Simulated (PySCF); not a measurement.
PySCF input for C3H6OSi, SMILES [SiH3][C@@H]1C=CO1, TDA-M06-2X/def2-SVPD. Geometry optimised at PBE-D3(BJ)/def2-SVP. The structure was generated by enumeration; whether it is a known compound was not checked.

```python
import numpy as np
from pyscf import gto, scf, dft, tdscf

mol = gto.M(
    atom='''
    Si    1.60952866    0.23656032   -0.11099312
    C    -0.22322107    0.08618081   -0.62504381
    C    -1.22231785    0.87180663    0.19171919
    C    -1.62264288   -0.32181953    0.69754638
    O    -0.77546729   -1.15509458   -0.01575553
    H     2.13678335    1.57345869   -0.56025550
    H     1.68701301    0.12958598    1.38357461
    H     2.42518574   -0.84798129   -0.75929064
    H    -0.37505167    0.06412521   -1.72634848
    H    -1.46816625    1.92941455    0.32222557
    H    -2.32633639   -0.73669833    1.43471200
    ''',
    basis='def2-SVPD',
    charge=0,
    spin=0,
    max_memory=1600,
    verbose=4,
)
mf = dft.RKS(mol, xc='m06-2x').density_fit(auxbasis='def2-universal-jkfit')
mf.grids.level = 4
mf.conv_tol = 1e-9
mf.max_cycle = 100
mf.kernel()
mf.grids = dft.Grids(mol).set(level=2).build(with_non0tab=True)  # coarser grid for the response kernel
td = tdscf.TDA(mf)
td.singlet = True
td.nstates = 10
td.conv_tol = 1e-4
td.positive_eig_threshold = 1e-6
td.kernel(x0=td.get_init_guess(mf, 15))
td.analyze()
tt = tdscf.TDA(mf)
tt.singlet = False
tt.nstates = 4
tt.conv_tol = 1e-4
tt.positive_eig_threshold = 1e-6
tt.kernel(x0=tt.get_init_guess(mf, 9))
tt.analyze(verbose=3)
```

Log of the run:

```
PySCF version 2.14.0

[INPUT] verbose = 4
[INPUT] num. atoms = 11
[INPUT] num. electrons = 46
[INPUT] charge = 0
[INPUT] spin (= nelec alpha-beta = 2S) = 0
[INPUT] symmetry False subgroup None
[INPUT] Mole.unit = angstrom
[INPUT] Symbol           X                Y                Z      unit          X                Y                Z       unit  Magmom
[INPUT]  1 Si     1.609528660000   0.236560320000  -0.110993120000 AA    3.041568357038   0.447034216739  -0.209746598511 Bohr   0.0
[INPUT]  2 C     -0.223221070000   0.086180810000  -0.625043810000 AA   -0.421826687532   0.162858128093  -1.181161616755 Bohr   0.0
[INPUT]  3 C     -1.222317850000   0.871806630000   0.191719190000 AA   -2.309845973667   1.647475764280   0.362296761923 Bohr   0.0
[INPUT]  4 C     -1.622642880000  -0.321819530000   0.697546380000 AA   -3.066350641175  -0.608150773236   1.318171617382 Bohr   0.0
[INPUT]  5 O     -0.775467290000  -1.155094580000  -0.015755530000 AA   -1.465420796659  -2.182812404170  -0.029773636647 Bohr   0.0
[INPUT]  6 H      2.136783350000   1.573458690000  -0.560255500000 AA    4.037935319031   2.973405992417  -1.058729454781 Bohr   0.0
[INPUT]  7 H      1.687013010000   0.129585980000   1.383574610000 AA    3.187992557478   0.244882011783   2.614577085802 Bohr   0.0
[INPUT]  8 H      2.425185740000  -0.847981290000  -0.759290640000 AA    4.582936849801  -1.602452396855  -1.434851358546 Bohr   0.0
[INPUT]  9 H     -0.375051670000   0.064125210000  -1.726348480000 AA   -0.708744938861   0.121179084580  -3.262325822759 Bohr   0.0
[INPUT] 10 H     -1.468166250000   1.929414550000   0.322225570000 AA   -2.774432117830   3.646065080251   0.608918077632 Bohr   0.0
[INPUT] 11 H     -2.326336390000  -0.736698330000   1.434712000000 AA   -4.396138650709  -1.392158080124   2.711212747627 Bohr   0.0

nuclear repulsion = 214.561327281826
number of shells = 67
number of NR pGTOs = 225
number of NR cGTOs = 155
basis = def2-SVPD
ecp = {}


[settings echo left out]
init E= -482.83877278731
  HOMO = -0.257711797134282  LUMO = -0.0245889146858511  gap/eV = 6.34360
cycle= 1 E= -482.171779377523  delta_E= 0.667  |g|= 0.493  |ddm|= 3.96
  HOMO = -0.253078706358818  LUMO = 0.0260863100854478  gap/eV = 7.59647
cycle= 2 E= -482.14689995027  delta_E= 0.0249  |g|= 0.655  |ddm|= 1.09
  HOMO = -0.292856436105985  LUMO = 0.0293093714099411  gap/eV = 8.76658
cycle= 3 E= -482.226672604706  delta_E= -0.0798  |g|= 0.0764  |ddm|= 0.611
  HOMO = -0.29634836977035  LUMO = 0.0299241947260787  gap/eV = 8.87833
cycle= 4 E= -482.227507503689  delta_E= -0.000835  |g|= 0.0451  |ddm|= 0.14
  HOMO = -0.294505550119611  LUMO = 0.0303781127631351  gap/eV = 8.84053
cycle= 5 E= -482.228015575531  delta_E= -0.000508  |g|= 0.0091  |ddm|= 0.0686
  HOMO = -0.294170495462559  LUMO = 0.0304526052804803  gap/eV = 8.83344
cycle= 6 E= -482.228036600156  delta_E= -2.1e-05  |g|= 0.00283  |ddm|= 0.0178
  HOMO = -0.294420778964436  LUMO = 0.030392047953137  gap/eV = 8.83861
cycle= 7 E= -482.228038722116  delta_E= -2.12e-06  |g|= 0.000498  |ddm|= 0.00516
  HOMO = -0.294431891699054  LUMO = 0.0304000703329521  gap/eV = 8.83913
cycle= 8 E= -482.228038820033  delta_E= -9.79e-08  |g|= 0.000175  |ddm|= 0.00137
  HOMO = -0.294413736385463  LUMO = 0.0304026481029247  gap/eV = 8.83870
cycle= 9 E= -482.228038830814  delta_E= -1.08e-08  |g|= 6.3e-05  |ddm|= 0.000453
  HOMO = -0.29442674554591  LUMO = 0.0303987722087165  gap/eV = 8.83895
cycle= 10 E= -482.228038832175  delta_E= -1.36e-09  |g|= 2.07e-05  |ddm|= 0.000137
  HOMO = -0.294424082847831  LUMO = 0.0304000570958309  gap/eV = 8.83892
cycle= 11 E= -482.228038832334  delta_E= -1.58e-10  |g|= 5.11e-06  |ddm|= 4.85e-05
  HOMO = -0.294425539708286  LUMO = 0.0303996625963312  gap/eV = 8.83894
Extra cycle  E= -482.228038832339  delta_E= -5.46e-12  |g|= 4.85e-06  |ddm|= 1.49e-05
converged SCF energy = -482.228038832339
tot grids = 88992
Overwritten attributes  positive_eig_threshold  of <class 'pyscf.tdscf.rks.TDA'>


******** <class 'pyscf.tdscf.rks.TDA'> for <class 'pyscf.df.df_jk.DFRKS'> ********
nstates = 10 singlet
deg_eia_thresh = 1.000e-03
wfnsym = None
conv_tol = 0.0001
eigh lindep = 1e-12
eigh level_shift = 0
eigh max_cycle = 100


Excitation energies (eV)
[6.32438185 6.52748692 6.77227989 6.96447687 7.39819694 7.56789942
 7.69452636 7.84856278 7.96325907 8.10346231]

** Singlet excitation energies and oscillator strengths **
Excited State   1:      6.32438 eV    196.04 nm  f=0.0100
      23 -> 25       -0.27215
      23 -> 27       -0.56746
      23 -> 28       -0.12862
      23 -> 29        0.13060
      23 -> 32       -0.16956
Excited State   2:      6.52749 eV    189.94 nm  f=0.0276
      23 -> 24       -0.52102
      23 -> 25        0.37404
      23 -> 26        0.17286
      23 -> 27       -0.15697
      23 -> 28       -0.13981
Excited State   3:      6.77228 eV    183.08 nm  f=0.1156
      23 -> 24        0.37635
      23 -> 25        0.49961
      23 -> 26       -0.12320
      23 -> 27       -0.18466
Excited State   4:      6.96448 eV    178.02 nm  f=0.0190
      23 -> 26       -0.11109
      23 -> 27       -0.18258
      23 -> 28        0.63367
Excited State   5:      7.39820 eV    167.59 nm  f=0.0001
      23 -> 24       -0.17597
      23 -> 26       -0.49115
      23 -> 27        0.16571
      23 -> 29        0.38032
      23 -> 30       -0.11154
      23 -> 33        0.10065
Excited State   6:      7.56790 eV    163.83 nm  f=0.0228
      22 -> 24       -0.13636
      23 -> 24        0.12893
      23 -> 26        0.37729
      23 -> 28        0.14211
      23 -> 29        0.47578
      23 -> 32       -0.16146
Excited State   7:      7.69453 eV    161.13 nm  f=0.1094
      19 -> 24        0.11902
      21 -> 24       -0.11671
      21 -> 25       -0.11995
      22 -> 24        0.41880
      22 -> 25        0.29684
      22 -> 26       -0.20721
      23 -> 29        0.15568
      23 -> 30        0.10881
      23 -> 32       -0.13624
Excited State   8:      7.84856 eV    157.97 nm  f=0.0184
      22 -> 27       -0.13582
      23 -> 29       -0.12389
      23 -> 30       -0.64452
Excited State   9:      7.96326 eV    155.70 nm  f=0.0025
      22 -> 25        0.22987
      22 -> 27        0.50478
      22 -> 28        0.15933
      22 -> 29       -0.18204
      22 -> 32        0.16520
      23 -> 30       -0.17609
Excited State  10:      8.10346 eV    153.00 nm  f=0.0048
      22 -> 24        0.21897
      22 -> 25       -0.18999
      23 -> 27       -0.15145
      23 -> 29        0.19079
      23 -> 31        0.33033
      23 -> 32        0.43899

** Transition electric dipole moments (AU) **
state          X           Y           Z        Dip. S.      Osc.
  1         0.2352      0.0958      0.0059      0.0645      0.0100
  2         0.3711      0.1719      0.0742      0.1727      0.0276
  3        -0.3440     -0.6797      0.3414      0.6969      0.1156
  4        -0.2429      0.0302     -0.2272      0.1115      0.0190
  5        -0.0179     -0.0131     -0.0156      0.0007      0.0001
  6        -0.2704      0.2079     -0.0805      0.1228      0.0228
  7         0.6949      0.0109     -0.3120      0.5804      0.1094
  8        -0.1022      0.2826      0.0719      0.0955      0.0184
  9         0.1122     -0.0119      0.0077      0.0128      0.0025
 10         0.0092      0.1077     -0.1120      0.0242      0.0048

** Transition velocity dipole moments (imaginary part, AU) **
state          X           Y           Z        Dip. S.      Osc.
  1         0.0604      0.0034      0.0440      0.0056      0.0160
  2         0.0666     -0.0267      0.0450      0.0072      0.0199
  3        -0.0227      0.0598      0.0199      0.0045      0.0120
  4        -0.0873     -0.0200     -0.0821      0.0148      0.0384
  5         0.0051      0.0046     -0.0011      0.0000      0.0001
  6        -0.0618     -0.0217     -0.0073      0.0043      0.0104
  7         0.1197      0.0044     -0.0407      0.0160      0.0377
  8        -0.0366      0.0390      0.0343      0.0040      0.0093
  9        -0.0096      0.0424     -0.0183      0.0022      0.0051
 10        -0.0271      0.0186     -0.0240      0.0017      0.0037

** Transition magnetic dipole moments (imaginary part, AU) **
state          X           Y           Z
  1         0.2514      0.4398     -0.2194
  2        -0.0815     -0.6036      0.6148
  3        -0.5919     -0.3209     -0.6010
  4         0.0195     -0.0046      0.1991
  5         0.1063      0.0449     -0.2861
  6         0.1666     -0.4866      0.1165
  7        -0.2598      1.2856      0.0171
  8         0.0544      0.0303      0.3416
  9         0.0661      0.5100      0.4550
 10        -0.0641     -0.4130     -0.3468


******** <class 'pyscf.tdscf.rks.TDA'> for <class 'pyscf.df.df_jk.DFRKS'> ********
nstates = 4 triplet
deg_eia_thresh = 1.000e-03
wfnsym = None
conv_tol = 0.0001
eigh lindep = 1e-12
eigh level_shift = 0
eigh max_cycle = 100


Excitation energies (eV)
[4.26114501 6.06533466 6.50661629 6.94125577]

** Triplet excitation energies and oscillator strengths **
Excited State   1:      4.26115 eV    290.96 nm  f=0.0000
Excited State   2:      6.06533 eV    204.41 nm  f=0.0000
Excited State   3:      6.50662 eV    190.55 nm  f=0.0000
Excited State   4:      6.94126 eV    178.62 nm  f=0.0000
```

Self-consistency was reached.

Cost: very roughly 13 core-minutes.
